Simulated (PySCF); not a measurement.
Isomers of C5H10NP.

All values: CAM-B3LYP/def2-SVPD (PySCF) at GFN2-xTB geometries, gas phase, one conformer each. Core orbitals are frozen in the response; Δα² is half the sum of the squared differences of the principal polarisabilities.

Question: Rank by polarisability anisotropy Δα, lowest first.
A. `[CH3:1][CH:2]([CH3:3])[PH:4][CH2:5][C:6]#[N:7]` with C1–C2–P4–C5 -79°, C2–P4–C5–C6 -76°
B. `[CH3:1][C:2]1=[CH:3][P:4]([NH2:5])[CH2:6][CH2:7]1` with C3–P4–N5–H -109° and 18°, C2–C3–P4–N5 -110°, C3–P4–C6–C7 20°, P4–C6–C7–C2 -24°, C1–C2–C7–C6 -166°
C. `[CH3:1][C:2]1=[CH:3][CH2:4][CH2:5][P:6]1[NH2:7]` with C5–P6–N7–H 67° and -166°, C2–C3–C4–C5 13°, C3–C4–C5–P6 -21°, C4–C5–P6–N7 -82°, C1–C2–P6–C5 170°
D. `[CH3:1][CH2:2][N:3]([C:4]#[P:5])[CH2:6][CH3:7]` with C1–C2–N3–C4 -73°, C2–N3–C6–C7 -89°

Answer: A (2.98 Å³), C (3.50 Å³), B (5.29 Å³), D (6.55 Å³).

Question: Rank by dipole moment, highest first.
A. `[CH3:1][CH:2]([CH3:3])[PH:4][CH2:5][C:6]#[N:7]` with C1–C2–P4–C5 -79°, C2–P4–C5–C6 -76°
B. `[CH3:1][C:2]1=[CH:3][P:4]([NH2:5])[CH2:6][CH2:7]1` with C3–P4–N5–H -109° and 18°, C2–C3–P4–N5 -110°, C3–P4–C6–C7 20°, P4–C6–C7–C2 -24°, C1–C2–C7–C6 -166°
C. `[CH3:1][C:2]1=[CH:3][CH2:4][CH2:5][P:6]1[NH2:7]` with C5–P6–N7–H 67° and -166°, C2–C3–C4–C5 13°, C3–C4–C5–P6 -21°, C4–C5–P6–N7 -82°, C1–C2–P6–C5 170°

Answer: A (3.44 D), B (1.95 D), C (1.76 D).

All values together:

| SMILES | μ (D) | HOMO (eV) | LUMO (eV) | α (Å³) | Δα (Å³) |
| --- | --- | --- | --- | --- | --- |
| CC1=CP(N)CC1 | 1.95 | -7.49 | 1.04 | 13.50 | 5.29 |
| CC1=CCCP1N | 1.76 | -7.83 | 1.06 | 13.23 | 3.50 |
| CC(C)PCC#N | 3.44 | -8.64 | 0.85 | 13.01 | 2.98 |
| CCN(C#P)CC | 3.38 | -6.89 | 0.39 | 14.28 | 6.55 |

Conformers: `[CH3:1][C:2]1=[CH:3][P:4]([NH2:5])[CH2:6][CH2:7]1` with C3–P4–N5–H -109° and 18°, C2–C3–P4–N5 -110°, C3–P4–C6–C7 20°, P4–C6–C7–C2 -24°, C1–C2–C7–C6 -166°; `[CH3:1][C:2]1=[CH:3][CH2:4][CH2:5][P:6]1[NH2:7]` with C5–P6–N7–H 67° and -166°, C2–C3–C4–C5 13°, C3–C4–C5–P6 -21°, C4–C5–P6–N7 -82°, C1–C2–P6–C5 170°; `[CH3:1][CH:2]([CH3:3])[PH:4][CH2:5][C:6]#[N:7]` with C1–C2–P4–C5 -79°, C2–P4–C5–C6 -76°; `[CH3:1][CH2:2][N:3]([C:4]#[P:5])[CH2:6][CH3:7]` with C1–C2–N3–C4 -73°, C2–N3–C6–C7 -89°.
